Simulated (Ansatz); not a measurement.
Mulliken charges of C2H5NZn, SMILES `[CH2]1N[CH2][Zn]1` from ωB97M-V/def2-TZVPP in Ansatz (PBE0-D4/def2-TZVP geometry).

| atom | x (Å) | y (Å) | z (Å) | charge (e) |
| --- | --- | --- | --- | --- |
| C1 | -0.253 | 1.020 | -0.585 | -0.334 |
| N2 | 0.614 | 0.111 | -0.014 | -0.014 |
| C3 | 0.153 | -0.946 | 0.742 | -0.334 |
| Zn4 | -1.487 | -0.914 | -0.891 | 0.017 |
| H5 | 0.194 | 1.682 | -1.316 | 0.099 |
| H6 | -0.938 | 1.501 | 0.106 | 0.157 |
| H7 | 1.401 | -0.122 | -0.602 | 0.154 |
| H8 | 0.893 | -1.704 | 0.968 | 0.099 |
| H9 | -0.489 | -0.674 | 1.574 | 0.157 |

By hand: the dipole of these point charges (1 e Å = 4.8032 D).

Σ q r = (0.099, 0.067, 0.069) e Å, of length 0.138 e Å = 0.66 D.

How does the dipole of the full density compare? (Best estimate.)

Computed: (0.381, 0.109, 0.045) e Å, 1.92 D; the point charges give 0.34 times that, at 29° from its direction.

Point charges leave out the atoms' own dipoles, such as those of lone pairs, and Mulliken's split depends on the basis, so the two needn't agree.
